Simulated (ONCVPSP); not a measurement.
# europium (Eu), ONCV: configuration errors across variants

europium, optimised norm-conserving Vanderbilt (ONCV), made with ONCVPSP 4.0.1 (PBE, scalar-relativistic). Core [Kr] 4d10 4f6, reference 5s2 5p6 5d1 6s2. Waves: 5s+6s: rc 2.25 bohr, ncon 5, nbas 10, qcut 4.6 1/bohr, 2 projectors; 5p: rc 2.45 bohr, ncon 5, nbas 10, qcut 7.1 1/bohr, 2 projectors, debl 1.2 Ha; 5d: rc 2.25 bohr, ncon 3, nbas 7, qcut 4.8 1/bohr, 1 projector. Local part: polynomial inside 1.70 bohr (lpopt 2, dvloc0 0 Ha). Core correction: none.

All-electron excitation energies from the reference (eV): (1) 5s2 5p6 5d1 6s1 6.549; (2) 5s2 5p6 5d1 6s0 18.485; (3) 5s2 5p6 5d1.5 6s1.5 0.759.

Errors AE − PS in meV (a dash: test not solved or not reliable):

```csv
change,(1),(2),(3),bound ghosts,GHOST(+) flags above zero
base,+0.1,+11,-2.3,none,s
"all radii scaled by about 0.82 (s 1.84, p 2.00, d 1.84 bohr); local potential polynomial inside 1.38 bohr (lpopt 2, dvloc0 0 Ha)",+0.6,+14,-2.0,none,none
"all radii scaled by about 0.90 (s 2.02, p 2.20, d 2.02 bohr); local potential polynomial inside 1.54 bohr (lpopt 2, dvloc0 0 Ha)",+0.4,+13,-2.2,none,s
"all radii scaled by about 1.10 (s 2.48, p 2.70, d 2.48 bohr); local potential polynomial inside 1.86 bohr (lpopt 2, dvloc0 0 Ha)",0.0,+9.9,-2.4,none,none
"all radii scaled by about 1.23 (s 2.76, p 3.00, d 2.76 bohr); local potential polynomial inside 2.08 bohr (lpopt 2, dvloc0 0 Ha)",-0.3,+7.8,-2.3,none,none
```

**Question.** Give the same row for: all radii scaled by about 1.30 (s 2.92, p 3.18, d 2.92 bohr); local potential polynomial inside 2.22 bohr (lpopt 2, dvloc0 0 Ha).

**Answer.** -0.5, +5.6, -2.2; bound ghosts: none; GHOST(+) flags above zero: none.
